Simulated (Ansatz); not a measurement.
`[F][GeH3]` + `C[SiH2]O` → `C[SiH2][O][GeH3]` + H–F at 600 K and 1 bar (ligand exchange at a Ge–F bond).

Computed with Ansatz on PBE0-D4/def2-TZVP structures; ΔE is electronic, products minus reactants. CCSD(T)/CBS is the MP2 limit (def2-TZVPP, def2-QZVPP) plus CCSD(T) − MP2 in def2-TZVPP, frozen cores. This one scheme is used for every species. For Ge outer-core shells are correlated without core-valence functions, which leaves a few kJ/mol of doubt a bond. Scalar relativity is left out up to krypton. One conformer a species, not always the lowest.

```
           species  CCSD(T)/CBS energy (Eh)  H − E (kJ/mol)  S (J/(mol·K))
       `[F][GeH3]`              -2177.72589            97.6          296.3
        `C[SiH2]O`               -405.96945           226.2          370.0
`C[SiH2][O][GeH3]`              -2483.29571           283.3          484.4
               H–F               -100.39570            42.3          194.0
```

H − E and S are ideal-gas, rigid-rotor, harmonic terms from PBE0-D4/def2-TZVP, for one conformer and one mirror image of each species. 1 Eh = 2625.50 kJ/mol, R = 8.31446 J/(mol·K).

Q: By hand: ΔE, ΔH, ΔS and ΔG.

A: ΔE = (-2483.29571) + (-100.39570) − (-2177.72589) − (-405.96945) = 0.00393 Eh = 10.3 kJ/mol. Δ(H − E) = 283.3 + 42.3 − 97.6 − 226.2 = 1.8, so ΔH = 12.1 kJ/mol. ΔS = 484.4 + 194.0 − 296.3 − 370.0 = 12.1 J/(mol·K). ΔG = 12.1 − 600 × (12.1)/1000 = 4.8 kJ/mol.

Q: By hand: the equilibrium constant, and the temperature at which ΔG would vanish if ΔH and ΔS stayed fixed.

A: log₁₀ K = −ΔG/(RT ln 10) = -0.4. ΔG = 0 at ΔH/ΔS = 1000 K, though so small a ΔS makes that figure unsure.

TΔS isn't small against ΔH here. The sign of ΔG lies within the doubt. A doubt of 5 kJ/mol in ΔE shifts log₁₀ K by 0.4 here. Other conformers and mirror images would add mixing entropy, several J/(mol·K) or more a flexible species. Modes under 60 cm⁻¹, often nearly free rotors, make the harmonic entropy too high. These are equilibria of isolated gas molecules and say nothing of rates. Largest T1 diagnostic: 0.012 (customary marks: 0.02 for closed shells, 0.045 for open ones).
